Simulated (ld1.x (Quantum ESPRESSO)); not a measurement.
# LDA (PZ) RRKJ dataset for tantalum (Ta), scalar-relativistic all-electron reference.

* Element: Ta
* Generator: ld1.x (Quantum ESPRESSO) 7.5
* Type: norm-conserving RRKJ (Kleinman–Bylander form)
* Functional: LDA (PZ)
* Relativity: scalar-relativistic
* Frozen core: [Kr] 4d10 4f14
* Valence charge: 13
* Reference configuration: 5s2 5p6 5d3 6s1 6p1
* Partial waves: 5s (bound): rc 1.50 bohr; 5p (bound): rc 1.45 bohr; 5d (bound): rc 2.55 bohr
* Local potential: the d channel
* Core correction: none
* rho0: 0.02

Occupied shells without a wave of their own: 6p, 6s. They enter only through the test configuration that unscreens the potential.

All-electron outer shells of the reference configuration (LDA (PZ), scalar-relativistic, ld1.x):

```tsv
shell	level (eV)	outermost node (bohr)	outermost maximum (bohr)
4d	-223.54	0.22	0.46
5s	-74.72	0.54	0.98
5p	-41.09	0.58	1.13
4f	-26.46	–	0.44
6s	-6.61	1.32	2.71
5d	-5.10	0.65	1.58
6p	-2.22	1.59	3.75
```

**Question.** Is a potential produced?

**Answer.** No. ld1.x (Quantum ESPRESSO) 7.5 stopped with "run_pseudo: Errors in PS-KS equation": the pseudo-atom solver did not find the valence states with the expected number of nodes, which is the usual sign of a ghost state. Before that it printed "Warning: n=2, l=0 expected 1 nodes, found 2".
